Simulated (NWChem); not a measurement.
SnNH$_{2}$Cl$_{2}$F; SMILES [NH2][Sn]([F])([Cl])[Cl]

```xyz
7

N      1.5882    -0.0022     1.4844
Sn     0.2711    -0.0008    -0.0300
F      1.1006    -0.0028    -1.7738
Cl    -1.0348    -1.9134     0.0410
Cl    -1.0290     1.9158     0.0399
H      2.1831    -0.8301     1.4750
H      2.1830     0.8258     1.4761
```
Atoms are numbered in this order, from 1.

Level: PBE0/def2-SVP with def2 effective core potentials on Sn (NWChem), optimised geometry, unscaled harmonic frequencies. def2 effective core potentials on Sn; no spin-orbit coupling.

```json
[
 {"frequency (cm⁻¹)": "38", "IR intensity (km/mol)": "23.6"},
 {"frequency (cm⁻¹)": "101", "IR intensity (km/mol)": "1.7"},
 {"frequency (cm⁻¹)": "143", "IR intensity (km/mol)": "4.3"},
 {"frequency (cm⁻¹)": "152", "IR intensity (km/mol)": "7.4"},
 {"frequency (cm⁻¹)": "163", "IR intensity (km/mol)": "26.0"},
 {"frequency (cm⁻¹)": "167", "IR intensity (km/mol)": "33.5"},
 {"frequency (cm⁻¹)": "385", "IR intensity (km/mol)": "22.6"},
 {"frequency (cm⁻¹)": "412", "IR intensity (km/mol)": "67.4"},
 {"frequency (cm⁻¹)": "531", "IR intensity (km/mol)": "120.1"},
 {"frequency (cm⁻¹)": "643", "IR intensity (km/mol)": "93.4"},
 {"frequency (cm⁻¹)": "666", "IR intensity (km/mol)": "26.7"},
 {"frequency (cm⁻¹)": "876", "IR intensity (km/mol)": "31.8"},
 {"frequency (cm⁻¹)": "1524", "IR intensity (km/mol)": "14.3"},
 {"frequency (cm⁻¹)": "3546", "IR intensity (km/mol)": "41.0"},
 {"frequency (cm⁻¹)": "3654", "IR intensity (km/mol)": "42.7"}
]
```

```yaml
zero_point_energy: 18.6 kcal/mol
thermal correction to the enthalpy at 298.15 K (with zero-point energy): 24.3 kcal/mol
heat capacity Cv: 24.0 cal/(mol K)
entropy at 298.15 K and 1 atm (symmetry number 1): 93.5 cal/(mol K)
```

Rigid rotor and harmonic oscillator; modes under 100 cm⁻¹ make the entropy uncertain.
